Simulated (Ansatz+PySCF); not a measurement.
Results of a calculation; reference values are marked as such.
## CO2 + H2 → HCOOH

CO2 (charge 0, multiplicity 1):
```xyz
3

O     0.0000    0.0000   -1.1593
C     0.0000    0.0000    0.0000
O     0.0000    0.0000    1.1593
```

H2 (charge 0, multiplicity 1):
```yaml
atoms:
  - { symbol: H, position_ang: [0.0000, 0.0000, -0.3804] }
  - { symbol: H, position_ang: [0.0000, 0.0000, 0.3804] }
```

HCOOH (charge 0, multiplicity 1):
```xyz
5

C     0.0000   -0.4063   -0.0945
O     0.0000   -0.3624    1.1006
O     0.0000    0.6540   -0.9005
H     0.0000   -1.3371   -0.7000
H     0.0000    1.4426   -0.3332
```

Shapes relaxed with PBE0/def2-SVP. Single points in def2-SVP with Ansatz (development build ahead of 0.2.0), no zero-point energy. Correlated methods freeze no orbital on H to Be, one on B to Mg, five on Al to Zn, nine on Ga to Sr.

```json
{"method": "CCSD (restricted)", "reaction energy": "-1.31 kcal/mol"}
{"method": "HF (restricted)", "reaction energy": "-3.52 kcal/mol"}
{"method": "MP2 (restricted)", "reaction energy": "3.45 kcal/mol"}
{"method": "PBE (restricted)", "reaction energy": "-1.75 kcal/mol"}
{"method": "PBE0 (restricted)", "reaction energy": "-5.39 kcal/mol"}
{"method": "r2SCAN (restricted)", "reaction energy": "-2.06 kcal/mol"}
{"method": "wB97X (restricted)", "reaction energy": "-5.53 kcal/mol"}
```

(1) What does CCSD(T) (restricted) give?

## Answers

(1) 0.69 kcal/mol.
